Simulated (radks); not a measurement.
Neutral krypton, configuration [Kr] (the NIST ground configuration).

All-electron calculation, non-relativistic Kohn-Sham, exchange-only LDA, spin-polarised, spherical densities, point nucleus. Program: a radial shooting solver on a logarithmic mesh with Libxc functionals.

Energy parts (eV):
| part | energy |
|---|---|
| total | -74746.034 |
| kinetic | 74746.034 |
| electron-nucleus | -178931.973 |
| Hartree | 31847.542 |
| exchange | -2407.637 |

Orbitals (lengths in bohr, moments of r in powers of bohr):
\begin{tabular}{lrrr}
orbital & occ. & eigenvalue (eV) & <r^2> \\ \hline
1s & 2 & -13874.79 & 0.002419 \\
2s & 2 & -1801.766 & 0.04163 \\
2p & 6 & -1631.140 & 0.03205 \\
3s & 2 & -251.7744 & 0.3387 \\
3p & 6 & -191.1382 & 0.3493 \\
3d & 10 & -81.9763 & 0.3792 \\
4s & 2 & -20.9956 & 2.954 \\
4p & 6 & -8.1600 & 4.592 \\
\end{tabular}

The highest occupied level is 4p at -8.160 eV. The density falls to 0.001 e/bohr^3 at r = 4.08 bohr. Virial ratio -V/T = 2.00000.
